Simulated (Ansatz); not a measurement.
Basis sets compared for the cluster Pd3H2⁻. The state is a doublet with charge -1. Geometry PBE-D4/def2-TZVPD. Ansatz on 4 threads of Arm Neoverse V1 on a shared host; times are rough, and most runs start from earlier orbitals.

```xyz
5

Pd    0.819   -0.352    0.152
Pd   -1.028    1.014   -1.343
Pd   -1.665   -0.508    0.634
H     1.388   -1.327    1.301
H     0.486    1.174   -0.742
```

In the def2 sets Pd takes a core potential; there is no spin–orbit coupling. At PBE-D4/def2-SVPD, PBE-D4/def2-TZVPD the highest occupied level of the charge -1 doublet lies above zero (up to 0.30 eV). By energy differences its removal costs 2.16 eV (vertical, to the charge 0 singlet, at PBE0-D4/def2-TZVPD). Another isomer (doublet) lies 0.03 eV lower at PBE0-D4/def2-TZVPD.

```csv
level,functions,energy (Eh),HOMO (eV),LUMO (eV),wall time
PBE-D4/def2-SVPD,118,-384.9728,0.30,0.78,3.1 s
PBE0-D4/def2-SVPD,118,-384.8490,-0.51,1.72,3.7 s
```

Estimate the rows for PBE-D4/def2-TZVPD (with forces), PBE0-D4/def2-TZVPD.


| level | functions | energy (Eh) | HOMO (eV) | LUMO (eV) | wall time |
| --- | --- | --- | --- | --- | --- |
| PBE-D4/def2-TZVPD (with forces) | 138 | -385.0757 | 0.28 | 0.77 | 3.3 s |
| PBE0-D4/def2-TZVPD | 138 | -384.9476 | -0.53 | 1.72 | 4.5 s |
